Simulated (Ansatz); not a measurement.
AlCl, triplet, geometry from GFN2-xTB (such geometries of metal compounds can be far from the true shape) (the spin is typed, not shown lowest); SVWN5/def2-SV(P) (Ansatz, a first-principles code).

Here is a job for Ansatz.
Ansatz 0.2 input:
```yaml
crystal:
  periodic: [false, false, false]
  atoms:
    - {symbol: Al, position_ang: [-0.00000000, -0.00000000, -1.17196573]}
    - {symbol: Cl, position_ang: [0.00000000, 0.00000000, 0.89620908]}
basis:
  gaussian:
    orbitals: def2-SV_P_.json
hamiltonian:
  xc: {name: SVWN5}
magnetization: {spin_polarized: true, initial_magnetization: 2}
```
The basis file holds def2-SV(P) in the JSON format of the Basis Set Exchange.

What the program printed (banner, timings and long lists left out):

```
Functional definition: SVWN5
388 factors; their error is unknown
mean field evaluation 1: about -19042.3846 eV, gradient 8.6e0 eV
mean field evaluation 2: about -19041.2653 eV, gradient 1.6e1 eV
mean field evaluation 4: about -19042.8489 eV, gradient 1.1e0 eV
mean field evaluation 8: about -19042.8283 eV, gradient 2.1e-3 eV
mean field evaluation 16: about -19042.8283 eV, gradient 1.6e-5 eV
mean field evaluation 32: about -19036.5876 eV, gradient 1.6e1 eV
mean field -19042.82830888 eV, -699.8110326587 hartree, gradient 1.4e-6 eV, S^2 2.001558; 7 other end points of the search recorded, 0 dependent functions left out
reference -19042.82833296 eV, -699.8110335436 hartree; 16, 14 occupied and 20, 22 virtual orbitals, 388 factors
Total energy: -19042.82833296 eV, -699.8110335436 hartree
```
